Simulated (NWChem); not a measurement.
Species: BH, singlet; SMILES [BH]

Computed with NWChem. Low-valent species are run as closed-shell singlets; no triplet was tried in these runs. Geometry: optimised at PBE0/def2-SVP. Vertical excitations in the gas phase; the lowest state need not have the same character in each row.

```tsv
level	lowest excitation, singlet (eV)	oscillator strength of that lowest state	orbital gap (eV)
PBE/aug-cc-pVDZ, TDA	2.86	0.037	2.04
B3LYP/aug-cc-pVDZ, TDA	2.88	0.039	3.91
PBE0/aug-cc-pVDZ, TDA	2.85	0.038	4.31
LRC-wPBEh/aug-cc-pVDZ, TDA	2.81	0.037	7.90
```
